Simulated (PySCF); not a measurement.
Computed IR spectrum (relative IR intensity) of a molecule C₄H₉NSi. Geometry optimised at PBE-D3(BJ)/def2-SVP. Other conformers were not sampled. Calculation: PBE-D3(BJ)/def2-SVP (PySCF 2.14.0). Frequencies are harmonic and unscaled.

Lines under 2 % of the strongest are left out, and lines within 2 cm⁻¹ are merged.

ν (cm⁻¹): 262 (w), 344 (w), 444 (s), 453 (w), 474 (m), 615 (w), 686 (m), 701 (w), 748 (w), 775 (m), 822 (w), 847 (m), 879 (vs), 889 (s), 1033 (vw), 1206 (m), 1213 (w), 1381 (vw), 1496 (m), 2001 (vs), 2107 (s), 3071 (vw), 3469 (w), 3562 (w) (against the strongest line: vs over 80 %, s over 45 %, m over 15 %, w over 4 %, vw less)

Task: Pick the molecule that these values belong to.
A) C=C=C[Si@@H](C)N
B) NCC=C=C[SiH3]
C) CC(C)([SiH3])C#N
D) CC=C=C(N)[SiH3]

Result: A, C=C=C[Si@@H](C)N
